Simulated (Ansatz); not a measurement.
# Reading a saddle point

A first-order saddle point of BAsH6S, singlet, PBE0-D4/def2-TZVP, with one imaginary mode of 487i cm⁻¹:

B1  (-0.630, -0.174, -0.672)
S2  (0.436, 1.558, -0.950)
H3  (-0.250, -0.965, -1.479)
H4  (-1.757, 0.223, -0.670)
H5  (0.242, 0.551, 0.226)
As6  (-0.358, -1.111, 1.233)
H7  (1.623, 0.986, -1.209)
H8  (-0.469, 0.071, 2.187)
H9  (1.163, -1.139, 1.335)
(Å)

Program: Ansatz 0.2.0. Basis: def2-TZVPP and def2-QZVPP. Cores are frozen in the correlated methods. Filled d shells of the heavier atoms are correlated. The def2 sets are not built for correlating such inner shells, so the correlated values are less sure here. Extrapolation: Hartree–Fock as exp(−7.88 √X), correlation as X^−2.97.

Question: Which contacts change along the imaginary mode, and what lies on either side? (A judgement: the text doesn't fix the answer.)

Answer: The calculation gives: The step is BH₃S ([BH2][SH]) + AsH₃ → BAsH₄ ([BH2][AsH2]) + H₂S, with the molecules in contact on both sides. Shortening one way: S2–H5; lengthening the same way: H5–As6.
| pair | one side (Å) | saddle (Å) | other side (Å) |
| --- | --- | --- | --- |
| S2–H5 | 3.49 | 1.56 | 1.35 |
| H5–As6 | 1.50 | 2.03 | 3.38 |

Question: Which side is lower, and how far does the saddle lie above each? (To be estimated.)

Answer: By the calculation: The side with H5–As6 short is lower by 8.23 kcal/mol; the saddle lies 25.91 kcal/mol above it and 17.69 kcal/mol above the other (CCSD(T) at an estimated basis limit (MP2 extrapolated from triple and quadruple zeta, plus CCSD(T) − MP2 in triple zeta); electronic energies).

T1 diagnostic: at most 0.012.

Labels in which every atom is bracketed show which atoms are joined, not bond orders.

For scale, one of the runs: CCSD(T)/def2-TZVPP, 205 basis functions, launched by `ansatz run in.yaml --threads 4 --pin off --events-out ev --progress --plain --max-ram 9574MiB`. The run took 63 s on 4 CPU threads of an Arm Neoverse V1 (shared host), with 2.5 GiB of host memory at its peak.
